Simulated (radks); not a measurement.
Results of a calculation; reference values are marked as such.
Charge is removed step by step from the 3s level of neutral aluminium, starting from [Ne] 3s2 3p1. Code: a radial shooting solver on a logarithmic mesh with Libxc functionals. Model: scalar-relativistic Kohn-Sham, PBEsol, spin-unpolarised, spherical densities, finite nucleus; Fermi nuclear charge, rms radius 3.061 fm.

removed (e)  E - E(0) (eV)  eigenvalue (eV)  E minus straight line (eV)
0                    0.000           -7.715                       0.000
0.125                1.020           -8.618                      -0.420
0.25                 2.155           -9.547                      -0.726
0.375                3.408          -10.500                      -0.915
0.5                  4.781          -11.474                      -0.982
0.625                6.277          -12.469                      -0.927
0.75                 7.899          -13.481                      -0.746
0.875                9.648          -14.511                      -0.438
1                   11.527          -15.556                       0.000

Removing the whole electron costs 11.527 eV by Delta-SCF, against 7.715 eV from minus the eigenvalue at the starting occupation. Slater's transition state (half an electron removed) gives 11.474 eV. Integrating minus the eigenvalue over the occupation (Janak's theorem) gives 11.528 eV. In this scalar-relativistic scheme the density is built from large components alone, so the theorem holds only approximately. The mean slope of the eigenvalue, de/dn, is 7.84 eV per electron.
